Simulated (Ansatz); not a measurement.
Start from `[OH][Al-]1([F])[O]C(C(F)(F)F)=CC(C(F)(F)F)=[O+]1` and change one atom or group to get `FC(F)(F)C1=CC(C(F)(F)F)=[O+][Al-]([F])([Cl])[O]1`.

Ansatz, PBE0-D4/def2-TZVP geometries, multiplicity 1. Each molecule was computed in one conformer, which needn't be the lowest.

```csv
property,`[OH][Al-]1([F])[O]C(C(F)(F)F)=CC(C(F)(F)F)=[O+]1`
HOMO–LUMO gap (PBE0/def2-TZVPP) / eV,5.26
HOMO energy (PBE/def2-TZVPP) / eV,-7.44
LUMO energy (B3LYP/def2-TZVPP) / eV,-3.91
size of the dipole moment (PBE/def2-TZVPP) / D,1.88
HOMO energy (ωB97M-V/def2-TZVPP) / eV,-11.09
LUMO energy (ωB97M-V/def2-TZVPP) / eV,-1.57
```

Question: What does the change do to each property? (Best estimate.)

Answer: Ansatz gave: 
```
                                      property  `FC(F)(F)C1=CC(C(F)(F)F)=[O+][Al-]([F])([Cl])[O]1`  shift
          HOMO–LUMO gap (PBE0/def2-TZVPP) / eV                                                5.14  -0.12
             HOMO energy (PBE/def2-TZVPP) / eV                                               -7.71  -0.27
           LUMO energy (B3LYP/def2-TZVPP) / eV                                               -4.06  -0.15
size of the dipole moment (PBE/def2-TZVPP) / D                                                3.49   1.61
         HOMO energy (ωB97M-V/def2-TZVPP) / eV                                              -11.14  -0.05
         LUMO energy (ωB97M-V/def2-TZVPP) / eV                                               -1.72  -0.15
```

Dipoles are sizes alone; their direction can turn.

B3LYP here is the variant with VWN-RPA as its local correlation; programs differ in this.
